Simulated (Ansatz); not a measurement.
Ansatz (a quantum-chemistry and plane-wave program) input for Te(Br)(OSiH3) (BrH3OSiTe), SMILES Br[Te]O[SiH3], PBE-D3(BJ)/def2-SVP. 

Ansatz 0.2 input:
```yaml
crystal:
  periodic: [false, false, false]
  atoms:
    - {symbol: Te, position_ang: [0.28385854, 0.02920631, 0.94931610]}
    - {symbol: Br, position_ang: [-1.68295607, 0.69726043, -0.51353421]}
    - {symbol: O, position_ang: [1.70116078, -0.15261154, -0.43984535]}
    - {symbol: Si, position_ang: [1.78855330, -1.39098354, -1.58051217]}
    - {symbol: H, position_ang: [1.70221935, -2.72448308, -0.91631541]}
    - {symbol: H, position_ang: [3.10515780, -1.23430621, -2.25359393]}
    - {symbol: H, position_ang: [0.68640845, -1.26939236, -2.57489788]}
basis:
  gaussian:
    orbitals: def2-SVP
hamiltonian:
  xc: pbe
  dispersion: d3bj
relax: {f_tol: 0.002, max_steps: 200}
```

It prints:

```
WARN ansatz: RAYON_NUM_THREADS=1 ignored (pool sized by the plan → 1); use --threads N
Functional definition: PBE
integrals: 0.05 GiB planned
1178 factors; their error is unknown
mean field: 0.28 GiB planned
mean field evaluation 1: about -87278.1617 eV, gradient 5.6e1 eV
mean field evaluation 2: about -87171.2069 eV, gradient 1.8e2 eV
mean field evaluation 4: about -87282.3021 eV, gradient 2.4e1 eV
mean field evaluation 8: about -87284.3263 eV, gradient 8.0e-2 eV
mean field evaluation 16: about -87284.2362 eV, gradient 2.1e-5 eV
mean field -87284.23617355 eV, -3207.6365159976 hartree, gradient 2.1e-5 eV, S^2 0.000000; 0 other end points of the search recorded, 0 dependent functions left out
the calculation of the forces begins
reference -87284.23620905 eV, -3207.6365173023 hartree; 42, 42 occupied and 63, 63 virtual orbitals, 1178 factors
relax step   1: F+E_penalty+E_count = -87284.43077783 eV  Δ(F+E_penalty+E_count) = +0.000e0 eV  max|allowed force component| = 3.537e-1 eV/Å  Δτ_max = 0.0000 Å  (27 SCF iters, accepted)
these checks for a lower state are left out or cut short: starts, cluster_reference, orbital_swaps, neighbouring_geometries, increment
integrals: 0.05 GiB planned
1178 factors; their error is unknown
mean field: 0.28 GiB planned
mean field -87284.24978450 eV, -3207.6370161911 hartree, gradient 1.6e-5 eV, S^2 0.000000; 0 other end points of the search recorded, 0 dependent functions left out
the calculation of the forces begins
reference -87284.24982014 eV, -3207.6370175006 hartree; 42, 42 occupied and 63, 63 virtual orbitals, 1178 factors
relax step   2: F+E_penalty+E_count = -87284.44317552 eV  Δ(F+E_penalty+E_count) = -1.240e-2 eV  max|allowed force component| = 2.305e-1 eV/Å  Δτ_max = 0.0369 Å  (29 SCF iters, accepted)
these checks for a lower state are left out or cut short: starts, cluster_reference, orbital_swaps, neighbouring_geometries, increment
integrals: 0.05 GiB planned
1178 factors; their error is unknown
mean field: 0.28 GiB planned
mean field -87284.25240901 eV, -3207.6371126399 hartree, gradient 1.5e-5 eV, S^2 0.000000; 0 other end points of the search recorded, 0 dependent functions left out
the calculation of the forces begins
reference -87284.25244461 eV, -3207.6371139481 hartree; 42, 42 occupied and 63, 63 virtual orbitals, 1178 factors
relax step   3: F+E_penalty+E_count = -87284.44623604 eV  Δ(F+E_penalty+E_count) = -3.061e-3 eV  max|allowed force component| = 6.141e-2 eV/Å  Δτ_max = 0.0191 Å  (29 SCF iters, accepted)
these checks for a lower state are left out or cut short: starts, cluster_reference, orbital_swaps, neighbouring_geometries, increment
integrals: 0.05 GiB planned
1178 factors; their error is unknown
mean field: 0.28 GiB planned
mean field evaluation 32: about -87284.3414 eV, gradient 6.6e-1 eV
mean field -87284.25274324 eV, -3207.6371249226 hartree, gradient 1.7e-5 eV, S^2 0.000000; 0 other end points of the search recorded, 0 dependent functions left out
the calculation of the forces begins
reference -87284.25277880 eV, -3207.6371262295 hartree; 42, 42 occupied and 63, 63 virtual orbitals, 1178 factors
relax step   4: F+E_penalty+E_count = -87284.44696293 eV  Δ(F+E_penalty+E_count) = -7.269e-4 eV  max|allowed force component| = 2.437e-2 eV/Å  Δτ_max = 0.0140 Å  (30 SCF iters, accepted)
these checks for a lower state are left out or cut short: starts, cluster_reference, orbital_swaps, neighbouring_geometries, increment
integrals: 0.05 GiB planned
1178 factors; their error is unknown
mean field: 0.28 GiB planned
mean field -87284.25337092 eV, -3207.6371479896 hartree, gradient 1.8e-5 eV, S^2 0.000000; 0 other end points of the search recorded, 0 dependent functions left out
the calculation of the forces begins
reference -87284.25340650 eV, -3207.6371492971 hartree; 42, 42 occupied and 63, 63 virtual orbitals, 1178 factors
relax step   5: F+E_penalty+E_count = -87284.44718972 eV  Δ(F+E_penalty+E_count) = -2.268e-4 eV  max|allowed force component| = 4.689e-2 eV/Å  Δτ_max = 0.0290 Å  (29 SCF iters, accepted)
these checks for a lower state are left out or cut short: starts, cluster_reference, orbital_swaps, neighbouring_geometries, increment
integrals: 0.05 GiB planned
1178 factors; their error is unknown
mean field: 0.28 GiB planned
mean field -87284.25377071 eV, -3207.6371626815 hartree, gradient 2.5e-5 eV, S^2 0.000000; 0 other end points of the search recorded, 0 dependent functions left out
the calculation of the forces begins
reference -87284.25380632 eV, -3207.6371639899 hartree; 42, 42 occupied and 63, 63 virtual orbitals, 1178 factors
relax step   6: F+E_penalty+E_count = -87284.44796019 eV  Δ(F+E_penalty+E_count) = -7.705e-4 eV  max|allowed force component| = 2.231e-2 eV/Å  Δτ_max = 0.0526 Å  (29 SCF iters, accepted)
these checks for a lower state are left out or cut short: starts, cluster_reference, orbital_swaps, neighbouring_geometries, increment
integrals: 0.05 GiB planned
1178 factors; their error is unknown
mean field: 0.28 GiB planned
mean field -87284.25369264 eV, -3207.6371598123 hartree, gradient 1.7e-5 eV, S^2 0.000000; 0 other end points of the search recorded, 0 dependent functions left out
the calculation of the forces begins
reference -87284.25372823 eV, -3207.6371611202 hartree; 42, 42 occupied and 63, 63 virtual orbitals, 1178 factors
relax step   7: F+E_penalty+E_count = -87284.44821484 eV  Δ(F+E_penalty+E_count) = -2.546e-4 eV  max|allowed force component| = 1.100e-2 eV/Å  Δτ_max = 0.0200 Å  (29 SCF iters, accepted)
these checks for a lower state are left out or cut short: starts, cluster_reference, orbital_swaps, neighbouring_geometries, increment
integrals: 0.05 GiB planned
1178 factors; their error is unknown
mean field: 0.28 GiB planned
mean field evaluation 64: about -87284.2539 eV, gradient 2.2e-4 eV
mean field -87284.25387639 eV, -3207.6371665650 hartree, gradient 9.9e-6 eV, S^2 0.000000; 0 other end points of the search recorded, 0 dependent functions left out
the calculation of the forces begins
reference -87284.25391203 eV, -3207.6371678747 hartree; 42, 42 occupied and 63, 63 virtual orbitals, 1178 factors
relax step   8: F+E_penalty+E_count = -87284.44835264 eV  Δ(F+E_penalty+E_count) = -1.378e-4 eV  max|allowed force component| = 1.775e-2 eV/Å  Δτ_max = 0.0590 Å  (29 SCF iters, accepted)
these checks for a lower state are left out or cut short: starts, cluster_reference, orbital_swaps, neighbouring_geometries, increment
integrals: 0.05 GiB planned
1178 factors; their error is unknown
mean field: 0.28 GiB planned
mean field -87284.25369160 eV, -3207.6371597743 hartree, gradient 1.6e-5 eV, S^2 0.000000; 0 other end points of the search recorded, 0 dependent functions left out
the calculation of the forces begins
reference -87284.25372721 eV, -3207.6371610830 hartree; 42, 42 occupied and 63, 63 virtual orbitals, 1178 factors
relax step   9: F+E_penalty+E_count = -87284.44836799 eV  Δ(F+E_penalty+E_count) = -1.535e-5 eV  max|allowed force component| = 1.747e-2 eV/Å  Δτ_max = 0.0084 Å  (30 SCF iters, accepted)
these checks for a lower state are left out or cut short: starts, cluster_reference, orbital_swaps, neighbouring_geometries, increment
integrals: 0.05 GiB planned
1178 factors; their error is unknown
mean field: 0.28 GiB planned
mean field -87284.25388025 eV, -3207.6371667071 hartree, gradient 2.6e-5 eV, S^2 0.000000; 0 other end points of the search recorded, 0 dependent functions left out
the calculation of the forces begins
reference -87284.25391588 eV, -3207.6371680163 hartree; 42, 42 occupied and 63, 63 virtual orbitals, 1178 factors
relax step  10: F+E_penalty+E_count = -87284.44841093 eV  Δ(F+E_penalty+E_count) = -4.294e-5 eV  max|allowed force component| = 2.662e-3 eV/Å  Δτ_max = 0.0044 Å  (24 SCF iters, accepted)
these checks for a lower state are left out or cut short: starts, cluster_reference, orbital_swaps, neighbouring_geometries, increment
integrals: 0.05 GiB planned
1178 factors; their error is unknown
mean field: 0.28 GiB planned
mean field -87284.25391906 eV, -3207.6371681334 hartree, gradient 5.8e-5 eV, S^2 0.000000; 0 other end points of the search recorded, 0 dependent functions left out
the calculation of the forces begins
reference -87284.25395469 eV, -3207.6371694427 hartree; 42, 42 occupied and 63, 63 virtual orbitals, 1178 factors
relax step  11: F+E_penalty+E_count = -87284.44841329 eV  Δ(F+E_penalty+E_count) = -2.354e-6 eV  max|allowed force component| = 8.325e-4 eV/Å  Δτ_max = 0.0021 Å  (20 SCF iters, accepted)
integrals: 0.05 GiB planned
1178 factors; their error is unknown
mean field: 0.28 GiB planned
mean field evaluation 96: about -87284.2539 eV, gradient 1.8e-2 eV
mean field -87284.25391906 eV, -3207.6371681334 hartree, gradient 5.8e-5 eV, S^2 0.000000; 1 other end points of the search recorded, 0 dependent functions left out
the calculation of the forces begins
reference -87284.25395469 eV, -3207.6371694427 hartree; 42, 42 occupied and 63, 63 virtual orbitals, 1178 factors
Total energy: -87284.44844892 eV, -3207.6443169736 hartree
Atom 0 at     0.207891    -0.073977     0.913324 Å, force    -0.000638     0.000414    -0.000818 eV/Å
Atom 1 at    -1.654593     0.833844    -0.553298 Å, force     0.000529    -0.000211     0.000716 eV/Å
Atom 2 at     1.727009    -0.150322    -0.408190 Å, force     0.000178    -0.000542     0.000641 eV/Å
Atom 3 at     1.794525    -1.402020    -1.564612 Å, force    -0.000832     0.000367    -0.000780 eV/Å
Atom 4 at     1.813018    -2.752934    -0.900781 Å, force     0.000178     0.000198     0.000555 eV/Å
Atom 5 at     3.074525    -1.172693    -2.313264 Å, force     0.000405     0.000020    -0.000145 eV/Å
Atom 6 at     0.622028    -1.327208    -2.502562 Å, force     0.000181    -0.000248    -0.000168 eV/Å
Dipole moment:     0.032307    -0.234667     0.228121 e Å
```

The run converged.

Cost: around 60 core-seconds (rough).
